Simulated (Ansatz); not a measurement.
CH7NOSi2 can be A, `C=N[SiH](O)[SiH3]`, or B, `N[SiH2]C1O[SiH2]1`.

Isolated molecules relaxed with PBE0-D4/def2-TZVP in Ansatz; ΔE leaves out vibrations. CCSD(T)/CBS is the MP2 limit (def2-TZVPP, def2-QZVPP) plus CCSD(T) − MP2 in def2-TZVPP, frozen cores. DFT in def2-TZVPP. B3LYP here is the variant with VWN-RPA as its local correlation; programs differ in this. Each species was taken in one conformer, which may not be the lowest.

A:

```xyz
12

C    -0.337   -2.024   -1.081
N    -0.621   -0.799   -1.063
Si   -0.637    0.252    0.315
O    -0.361   -0.489    1.768
Si    1.085    1.801   -0.018
H    -0.083   -2.609   -0.184
H    -0.331   -2.578   -2.027
H    -1.990    0.873    0.319
H    -1.117   -0.840    2.241
H     0.880    2.534   -1.295
H     2.393    1.094   -0.073
H     1.118    2.785    1.097
```

B:

Z-matrix (Å, degrees):
```
Si
C 1 1.868
N 1 1.717 2 117.1
H 1 1.488 2 106.9 3 120.6
H 1 1.487 2 106.3 3 -120.2
Si 2 1.811 1 122.8 3 133.8
O 2 1.502 1 113.3 3 66.5
H 2 1.092 1 118.0 3 -65.9
H 3 1.008 1 119.3 2 -66.3
H 3 1.007 1 119.9 2 75.9
H 6 1.478 2 122.4 1 1.2
H 6 1.479 2 121.3 1 160.2
```

**Question.** Which isomer does CCSD(T)/CBS put lower? Give the gap. (Estimate.)

**Answer.** The calculation gave: A, by 15.6 kcal/mol.

**Question.** Give E(B) − E(A) in kcal/mol with B3LYP-D4, ωB97M-V, CCSD/def2-TZVPP, PBE-D4, MP2/def2-TZVPP, HF/def2-TZVPP, CCSD(T)/def2-TZVPP. (Estimate.)

**Answer.** Ansatz gave: B3LYP-D4 18.5, ωB97M-V 14.2, CCSD/def2-TZVPP 17.6, PBE-D4 15.4, MP2/def2-TZVPP 13.7, HF/def2-TZVPP 24.0, CCSD(T)/def2-TZVPP 17.0. None reverses the order clearly.

**Question.** Does the order hold for the free energy at 298.15 K (harmonic terms from PBE0-D4)? (Estimate.)

**Answer.** Computed: Yes: G(B) − G(A) = +17.5 kcal/mol, for one conformer each.

Largest T1 diagnostic: 0.013.

Leaving LDA and LC-ωPBE aside and taking each functional with its dispersion term where it has one, the values, not all of them listed here, spread over 4.8 kcal/mol, from ωB97M-V to BLYP-D4. LDA lies −4.3 kcal/mol from PBE without D4. In def2-TZVPP, CCSD(T) changes the Hartree–Fock value by −7.0 kcal/mol (the triples alone add −0.6 kcal/mol) and MP2 by −10.3 kcal/mol.
